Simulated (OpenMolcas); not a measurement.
Cu6+: effect of the basis set

* Program: OpenMolcas
* Method: RASSCF
* Active space: 11 electrons in 8 orbitals (RAS1 3p, at most 2 holes; RAS2 3d)
* State averaging: 2S+1 = 6 even, 1 root; 2S+1 = 4 even, 24 roots; 2S+1 = 2 even, 53 roots
* Spin-orbit coupling: state interaction with AMFI integrals over the reference wave functions, term energies averaged over their components

A. ANO-RCC-VTZP [6s5p3d2f1g], DKH2, point nucleus; cost of the order of 40 core-seconds
B. ANO-R2 [6s4p4d2f1g], X2C, finite nucleus; cost of the order of 50 core-seconds
C. ANO-RCC-VQZP [7s6p4d3f2g1h], DKH2, point nucleus; cost roughly 40 core-seconds

Energies in cm⁻¹ above 3d⁵ ⁶S_5/2, the measured ground level; measured values from the list in Gamrath, thesis, University of Mons (2023).

```csv
Level,A,B,C,Measured
3d⁵ ⁶S_5/2,0.0,0.0,0.0,0.0
3d⁵ ⁴G_5/2,52021,52677,52663,
3d⁵ ⁴G_7/2,52165,52814,52798,
3d⁵ ⁴G_11/2,52207,52853,52837,
3d⁵ ⁴G_9/2,52251,52895,52879,
3d⁵ ⁴P_5/2,53844,54532,54505,50732
3d⁵ ⁴P_3/2,54080,54758,54729,51067
3d⁵ ⁴P_1/2,54297,54965,54934,51407
3d⁵ ⁴D_7/2,61928,62653,62626,55742
3d⁵ ⁴D_1/2,62219,62928,62899,56210
3d⁵ ⁴D_3/2,62396,63098,63067,56428
3d⁵ ⁴D_5/2,62422,63124,63093,56427
3d⁵ ²D_5/2 [64 %],76114,77100,77070,
3d⁵ ²I_11/2,76119,77087,77069,67757
3d⁵ ²I_13/2,76483,77434,77414,67918
3d⁵ ²D_3/2,77685,78636,78597,72227
3d⁵ ²F_7/2(1),80031,80996,80953,74408
3d⁵ ⁴F_9/2,82431,83383,83341,75930
3d⁵ ⁴F_7/2,82610,83549,83505,76349
3d⁵ ⁴F_3/2,83132,84050,84003,76886
3d⁵ ⁴F_5/2 [61 %],83208,84112,84060,76019
3d⁵ ²H_9/2,87954,89033,88998,80717
3d⁵ ²H_11/2,88938,89981,89938,81954
3d⁵ ²G_7/2,91968,93024,92984,82746
```

Deviations, from unrounded energies. A percentage is the sum of absolute deviations over the sum of measured energies, with the sign that they share, or ± where signs differ.

```tsv
Against measurement	Levels	A	B	C
mean absolute deviation (cm-1)	18	6200	7000	7000
other terms of the ground configuration (%)	18	+9.2	+10.4	+10.4
```

A lies closest to measurement on these levels and B furthest from it. The largest miss of A in the table is 3d⁵ ²G_7/2, by +9200 cm-1. The ranking rests on the paired levels alone, and a cruder setting can come out closer through cancelling errors.

Among A to C the level of the table that moves most is 3d⁵ ²H_9/2, by 1100 cm-1 (lowest in A, highest in B).

Without dynamic correlation excited terms often stand tens of per cent too high (terms of higher spin than the ground term too low), and those without a measured partner can miss by more than the paired ones. Some levels mix across a computed gap that differs much from the measured one, so their mixing is not that of the real levels. Active for correlation alone: 3p; no level in the range computed is led by a configuration that opens it, so any true level of that kind is missing. Measured partners are found by configuration, term and J. A level has none where our copy of the source lacks it or the pairing is in doubt (some pairs that miss far off the trend of their configuration count as doubtful), and it then counts in no deviation. Levels of configurations outside the active space are missing. The table leaves out levels that lie high or whose names do not pair safely across all columns.

A share in square brackets marks a mixed level and gives the weight of the term that names it, the lowest over the columns. A number in round brackets counts repeated terms of one configuration in the order of the reference energies.
